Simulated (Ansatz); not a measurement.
GaH₅O₄Si, SMILES `O[Si](O)(O)[O][GaH2]`. The species carries charge 0 and has multiplicity 1. The geometry is a stationary point of PBE0-D4/def2-TZVP. It is one conformer, not always the lowest.

```xyz
11

O    -0.274   -0.588   -1.013
Si    0.695    0.246    0.103
O     1.491    1.509   -0.548
O     1.833   -0.830    0.542
O    -0.478    0.632    1.113
Ga   -1.936   -0.313    0.407
H     0.068   -1.375   -1.442
H     1.011    2.339   -0.576
H     2.704   -0.484    0.739
H    -2.958    0.596   -0.346
H    -2.155   -1.733    1.020
```

Problem. What is the dipole moment at B3LYP/def2-TZVPP? (An estimate is asked.)

Solution. The calculation gave: 1.91 D, with components (1.21, -0.11, -1.47) D in this frame, pointing from negative to positive charge.

Problem. And with PBE, r2SCAN, ωB97M-V? (Estimate.)

Solution. Computed: PBE 1.94 D, r2SCAN 1.97 D, ωB97M-V 1.92 D.

Problem. Give the Mulliken charges with B3LYP, r2SCAN, ωB97M-V in def2-TZVPP. (Estimate.)

Solution. The calculation gave: 
| atom | B3LYP | r2SCAN | ωB97M-V |
| --- | --- | --- | --- |
| O1 | -0.36 | -0.38 | -0.35 |
| Si2 | 0.80 | 0.82 | 0.78 |
| O3 | -0.39 | -0.41 | -0.37 |
| O4 | -0.40 | -0.42 | -0.38 |
| O5 | -0.50 | -0.51 | -0.50 |
| Ga6 | 0.38 | 0.40 | 0.34 |
| H7 | 0.20 | 0.22 | 0.20 |
| H8 | 0.20 | 0.22 | 0.19 |
| H9 | 0.20 | 0.22 | 0.19 |
| H10 | -0.07 | -0.08 | -0.04 |
| H11 | -0.07 | -0.08 | -0.04 |

B3LYP here is the variant with VWN-RPA as its local correlation; programs differ in this.
